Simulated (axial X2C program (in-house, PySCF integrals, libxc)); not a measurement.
## Worked dissociation energy of SnF: MP2, scalar-relativistic

Computed with an axial X2C code built on PySCF integrals. Spin-free means the one-electron spin-free X2C Hamiltonian. Basis: Sn dyall-cv3z [11s12p9d4f1g], F dyall-av3z [7s6p3d2f] (cores contracted in-house); Gaussian nuclei, density fitting, unrestricted open shells. Masses: Sn 119.902 u, F 18.998 u.

Molecular state: M_S = 1/2, Λ = 1 (beyond evenly filled blocks: π+α).

Correlated methods: 21 electrons correlated (number of frozen shells: Sn 4 s, 3 p, 1 d; F 1 s), 257 virtual spin orbitals or spinors in MP2.

```
E(Sn) (2M_S = 2, M_L = 1) : -6174.343299 hartree
E(F) (2M_S = 1, M_L = 0)  : -99.714646 hartree
E(SnF) at Re              : -6274.247726 hartree
ωe                        : 575.4 cm⁻¹
ωexe                      : 2.62 cm⁻¹
```

Q: Work out De and D0.

A: De = -6174.343299 + (-99.714646) − (-6274.247726) = 0.18978 hartree = 5.164 eV. The zero-point energy is ωe/2 − ωexe/4 = 287 cm⁻¹ = 0.036 eV, so D0 = 5.129 eV.

The state is a single determinant with fixed occupations, the lowest that a limited PBE0 search found. Dissociation energies refer to the lowest single-determinant-based atoms at the same level and basis. Spin-free De lacks the spin–orbit lowering of the heavy p-block atom, a tenth of an eV or more for 4p and 5p, up to an eV for 6p and one to two eV for 7p atoms, less what an open-shell molecule gains itself.

Each atomic determinant is the lowest at this level and need not be a pure term. Totals compare only within one Hamiltonian and basis.
